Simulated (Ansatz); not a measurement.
Cost against result

The pair of C2H4 (SMILES C=C, atoms 1–6) and H2Te (SMILES [TeH2], atoms 7–9), both closed shells, in one local arrangement (a lower one may exist), relaxed at PBE0-D4/def2-TZVP:

```xyz
9
angstrom
C -0.5253 0.0904 -1.2429
C 0.7902 0.1087 -1.1014
H -1.1897 -0.0218 -0.3923
H -0.9925 0.1867 -2.2172
H 1.4539 0.2202 -1.9522
H 1.2617 0.0126 -0.1288
Te -0.6627 -0.2542 3.0128
H -0.0270 -1.3420 1.9381
H -0.1084 0.9995 2.0837
```

Interaction energies are counterpoise-corrected; the time is that of the whole pair.

Program: Ansatz 0.2.0. Basis: as named in each row. Cores are frozen in the correlated methods. Filled d shells of the heavier atoms are correlated. Core potentials replace the inner electrons of the atoms past krypton. The def2 sets are not built for correlating such inner shells, so the correlated values are less sure here. B3LYP uses VWN-RPA correlation. Extrapolation: Hartree–Fock as exp(−7.88 √X), correlation as X^−2.97.

Times are rough, for one single point on 4 threads of a shared host (Arm Neoverse V1).

The estimate by CCSD(T) at an estimated basis limit (MP2 extrapolated from triple and quadruple zeta, plus CCSD(T) − MP2 in triple zeta) is -1.22 kcal/mol.

```
   method        basis  time (s)  interaction energy (kcal/mol)  method less estimate
    SPW92     def2-SVP   under 1                          -1.82                 -0.60
   PBE-D4     def2-SVP   under 1                          -1.46                 -0.25
  PBE0-D4     def2-SVP   under 1                          -1.33                 -0.11
   PBE-D4  def2-TZVPPD         2                          -1.51                 -0.29
revPBE-D4  def2-TZVPPD         2                          -1.35                 -0.13
  BLYP-D4  def2-TZVPPD         2                          -1.17                  0.05
  PBE0-D4  def2-TZVPPD         2                          -1.39                 -0.17
 B3LYP-D4  def2-TZVPPD         2                          -1.26                 -0.04
  CCSD(T)     def2-SVP         2                          -0.02                  1.19
 HSE06-D4  def2-TZVPPD         3                          -1.38                 -0.17
  wB97M-V     def2-SVP         3                          -0.89                  0.32
r2SCAN-D4  def2-TZVPPD         3                          -1.08                  0.13
   B2PLYP  def2-TZVPPD         5                          -0.15                  1.07
  wB97X-V  def2-TZVPPD         7                          -1.13                  0.08
   B97M-V  def2-TZVPPD         8                          -1.08                  0.14
  wB97M-V  def2-TZVPPD         8                          -1.09                  0.13
      MP2  def2-QZVPPD        24                          -1.33                 -0.11
  CCSD(T)  def2-TZVPPD       130                          -0.98                  0.24
```

T1 diagnostic: at most 0.011.
